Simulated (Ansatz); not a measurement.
The same path of BF₂GaGeH₄ (9 atoms, charge 0, multiplicity 1) was run twice with different band settings. Lost on the way: Ga2–H8. Made: B1–H8.

Level of theory: RKS BLYP/def2-SVP in Ansatz 0.2.0.

Relaxed end points:

```xyz
9
Properties=species:S:1:pos:R:3
B -2.030 0.232 0.719
Ga -0.635 -0.852 -0.360
Ge 1.702 0.088 -0.406
F 2.195 0.325 1.283
F 1.564 1.737 -1.053
H -2.662 1.126 0.197
H -2.198 0.024 1.903
H -0.804 -2.200 -1.183
H 2.956 -0.526 -1.116
```

```xyz
9
Properties=species:S:1:pos:R:3
B -2.356 -0.425 0.411
Ga -0.329 0.039 0.419
Ge 2.125 0.251 -0.430
F 3.001 0.474 1.101
F 2.210 1.843 -1.209
H -2.799 0.567 -0.151
H -2.779 -0.753 1.500
H -2.008 -1.343 -0.357
H 3.024 -0.698 -1.300
```

Common settings: movable images 7; climbing image yes; spring 5.0 eV/Å²; optimiser quadratic models (default); start path through a guess of the saddle point; iteration limit 60; end points relaxed.

| run | force threshold |
| --- | --- |
| 1 | 0.05 eV/Å |
| 2 | 0.5 eV/Å |

What does each run give, and how far can it be trusted?

Run 1: converged after 21 iterations, highest image 0.340 eV above the first end. A vibrational analysis at the climbing image gives one clearly imaginary mode, 350i cm⁻¹, and a faint second one (25i cm⁻¹) that may be numerical noise or a soft torsion: probably a first-order saddle point.
Run 2: converged after 15 iterations, highest image 0.330 eV above the first end. The threshold of 0.5 eV/Å is loose, so the images may lie well off the minimum-energy path. The order of the stationary point at the top wasn't checked.
The orbitals stay closed-shell, which can raise the energy where a bond breaks towards radicals; this wasn't checked here.
